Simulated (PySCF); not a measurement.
Species: C3H12BN.
Structure used (PBE0-D3(BJ)/def2-SVP), in Å, numbered top down from 1:
```xyz
17
C3H12BN angstrom
B      1.9649   -0.8906    0.1250
N      0.7789    0.1324    0.5705
C     -0.3626    0.3158   -0.3595
C     -1.2024   -0.9461   -0.4130
C     -1.1738    1.5422    0.0258
H      1.4911   -2.0184    0.0907
H      2.8217   -0.7751    0.9950
H      2.3420   -0.4927   -0.9729
H      1.2281    1.0371    0.7218
H      0.4275   -0.1552    1.4874
H      0.1032    0.4750   -1.3451
H     -0.5900   -1.8124   -0.6939
H     -2.0095   -0.8288   -1.1499
H     -1.6692   -1.1516    0.5653
H     -1.9868    1.7079   -0.6956
H     -0.5538    2.4529    0.0407
H     -1.6333    1.4210    1.0210
```

The calculation used core-valence-separated Tamm–Dancoff BHandHLYP/aug-pcX-1 (pcseg-1 on H) in PySCF, non-relativistic, gas phase, PBE0-D3(BJ)/def2-SVP geometry. No shift to experiment was applied.

Task: What does the N 1s absorption edge look like?

Result: 
| E (eV) | f | core hole on | main final orbital |
| --- | --- | --- | --- |
| 400.79 | 0.0224 | N2 | LUMO (51 %) |
| 401.54 | 0.0409 | N2 | spread |
| 403.20 | 0.0007 | N2 | LUMO+1 (49 %) |
| 403.34 | 0.0286 | N2 | spread |
| 403.53 | 0.0012 | N2 | LUMO+3 (59 %) |
| 403.74 | 0.0023 | N2 | LUMO+2 (65 %) |
| 404.20 | 0.0035 | N2 | LUMO+4 (67 %) |

The first line with a tenth or more of the strongest one's intensity is at 400.79 eV (f = 0.022), with the hole on N2 (nitrogen bonded to B, C and 2 H). The strongest listed is at 401.54 eV (f = 0.041; N2).

Task: What does the B 1s absorption edge look like?

Result: 
```json
{"E (eV)": "188.22", "f": "0.0115", "core hole on": "B1", "main final orbital": "LUMO (62 %)"}
{"E (eV)": "189.18", "f": "0.0077", "core hole on": "B1", "main final orbital": "LUMO+1 (43 %)"}
{"E (eV)": "189.43", "f": "0.0087", "core hole on": "B1", "main final orbital": "LUMO+2 (41 %)"}
{"E (eV)": "189.59", "f": "0.0004", "core hole on": "B1", "main final orbital": "LUMO+4 (32 %)"}
{"E (eV)": "189.80", "f": "0.0106", "core hole on": "B1", "main final orbital": "LUMO+4 (30 %)"}
{"E (eV)": "190.18", "f": "0.0077", "core hole on": "B1", "main final orbital": "LUMO+6 (35 %)"}
{"E (eV)": "190.31", "f": "0.0047", "core hole on": "B1", "main final orbital": "LUMO+5 (50 %)"}
```

The first line with a tenth or more of the strongest one's intensity is at 188.22 eV (f = 0.012), with the hole on B1 (four-coordinate boron). It is also the strongest listed.

Task: What does the C 1s absorption edge look like?

Result: 
```tsv
E (eV)	f	core hole on	main final orbital
285.40	0.0114	C5	LUMO (81 %)
285.45	0.0126	C4	LUMO (42 %)
286.02	0.0264	C4	LUMO+1 (42 %)
286.18	0.0318	C5	spread
286.25	0.0300	C5	LUMO+1 (35 %)
286.54	0.0028	C4	LUMO+2 (38 %)
286.83	0.0219	C4	spread
286.89	0.0015	C5	LUMO+3 (58 %)
286.95	0.0244	C3	LUMO (48 %)
287.15	0.0047	C4	spread
287.21	0.0049	C4	LUMO+1 (42 %)
287.51	0.0060	C5	spread
287.65	0.0106	C4	spread
287.67	0.0093	C3	LUMO+1 (51 %)
287.69	0.0034	C5	LUMO+2 (54 %)
```

The first line with a tenth or more of the strongest one's intensity is at 285.40 eV (f = 0.011), with the hole on C5 (methyl carbon). The strongest listed is at 286.18 eV (f = 0.032; C5).

Roots within 0.03 eV whose holes lie on the same, on equivalent or on shared atoms are summed into one line, and the highest roots are left out, as the search may have cut off their partners. Final orbitals are the ground state's empty Kohn–Sham orbitals.

Task: What is the summed oscillator strength of the listed N K lines, and their intensity-weighted mean energy?

Result: Σf = 0.100 over 7 lines from 400.79 to 404.20 eV; the weighted mean is 402.07 eV. The strongest line holds 41 % of the sum.

The ionisation thresholds weren't computed; near and above them a finite basis only mimics Rydberg series and continuum.

One conformer stands for the species.
